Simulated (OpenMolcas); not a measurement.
**Ce3+: moving or changing the point charges**

Ce3+ among 6 point charges of -0.5 e arranged as a trigonal antiprism (D3d), 2.27 Å from the ion, with a polar angle of 56.4° against the regular 54.74°.
```
   0.0000    1.8902    1.2569  -0.50
  -1.6370   -0.9451    1.2569  -0.50
   1.6370   -0.9451    1.2569  -0.50
   0.0000   -1.8902   -1.2569  -0.50
   1.6370    0.9451   -1.2569  -0.50
  -1.6370    0.9451   -1.2569  -0.50
```

```yaml
Program: OpenMolcas
Method: "SS-CASPT2, IPEA 0.25 Eh, imaginary shift 0.1 Eh (closed shells correlated: 5s 5p)"
Basis: ANO-RCC-VDZP [7s6p4d2f1g]
Scalar_Hamiltonian: DKH2, point nucleus
Active_space: 1 electron in 7 orbitals (4f)
State_averaging: 2S+1 = 2 odd, 7 roots
Spin-orbit_coupling: state interaction with AMFI integrals over the reference wave functions
```

Runs around this geometry, states (labels of D3, the rotations of D3d). Energies in cm-1 above the lowest state or level, χT in cm3 K/mol.

```csv
R (Å),q (e),Ground state,First state of that spin,First gap with spin-orbit (degeneracies),Width of lowest J,χT at 300 K
2.27,-0.25,2E,2A2 24,"120 (2, 2)",251,0.788
2.27,-0.5,2A2,2E 110,"270 (2, 2)",427,0.725
2.44,-0.5,2A2,2E 23,"180 (2, 2)",336,0.766
2.63,-0.5,2E,2A2 18,"110 (2, 2)",260,0.789
```

Taking the width of the lowest J multiplet as R^-n, n = -ln(260 / 427) / ln(2.63 / 2.27) = 3.4 between the shortest and longest distance.

Scaling the charges by -0.25 / -0.5 = 0.50 scales the width of the lowest J multiplet by 251 / 427 = 0.59; with fixed orbitals a first-order splitting would follow the charge.

The ground state changes within this set.

Roots that are degenerate in the reference are averaged as groups; the widest CASPT2 spread within a group is 40 cm-1 (the 2-fold group of multiplicity 2 near 107 cm-1 above the lowest state of its run, R = 2.27, q = -0.5). Shifts and gaps below about the spread of the groups concerned are not significant. Point charges carry no covalency, so the field is a model and not that of real ligands. No measured value stands beside these numbers.
